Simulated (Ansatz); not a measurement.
`C[SiH](F)[GeH3]` + `C=C` → `C=C[SiH](F)[GeH3]` + CH₄ at 500 K and 1 bar (formal exchange of groups at the Si–C bond).

Computed with Ansatz on PBE0-D4/def2-TZVP structures; ΔE is electronic, products minus reactants. CCSD(T)/CBS adds triple-zeta CCSD(T) − MP2 to the extrapolated MP2 energy (def2 sets, frozen cores). This one scheme is used for every species. For Ge outer-core shells are correlated without core-valence functions, which leaves a few kJ/mol of doubt a bond. Scalar relativity is left out up to krypton. One conformer a species, not always the lowest.

| species | CCSD(T)/CBS energy (Eh) | H − E (kJ/mol) | S (J/(mol·K)) |
| --- | --- | --- | --- |
| `C[SiH](F)[GeH3]` | -2507.31933 | 238.5 | 432.9 |
| `C=C` | -78.48111 | 155.1 | 245.3 |
| `C=C[SiH](F)[GeH3]` | -2545.34095 | 259.0 | 461.3 |
| CH₄ | -40.46206 | 135.6 | 206.8 |

H − E and S are ideal-gas, rigid-rotor, harmonic terms from PBE0-D4/def2-TZVP, for one conformer and one mirror image of each species. 1 Eh = 2625.50 kJ/mol, R = 8.31446 J/(mol·K).

**Question.** By hand: ΔE, ΔH, ΔS and ΔG.

**Answer.** ΔE = (-2545.34095) + (-40.46206) − (-2507.31933) − (-78.48111) = -0.00257 Eh = -6.7 kJ/mol. Δ(H − E) = 259.0 + 135.6 − 238.5 − 155.1 = 1.0, so ΔH = -5.7 kJ/mol. ΔS = 461.3 + 206.8 − 432.9 − 245.3 = -10.1 J/(mol·K). ΔG = -5.7 − 500 × (-10.1)/1000 = -0.7 kJ/mol.

**Question.** By hand: the equilibrium constant, and the temperature at which ΔG would vanish if ΔH and ΔS stayed fixed.

**Answer.** log₁₀ K = −ΔG/(RT ln 10) = 0.1. ΔG = 0 at ΔH/ΔS = 564 K, though so small a ΔH makes that figure unsure.

TΔS isn't small against ΔH here. The sign of ΔG lies within the doubt. A doubt of 5 kJ/mol in ΔE shifts log₁₀ K by 0.5 here. Other conformers and mirror images would add mixing entropy, several J/(mol·K) or more a flexible species. These are equilibria of isolated gas molecules and say nothing of rates. Largest T1 diagnostic: 0.012 (customary marks: 0.02 for closed shells, 0.045 for open ones).
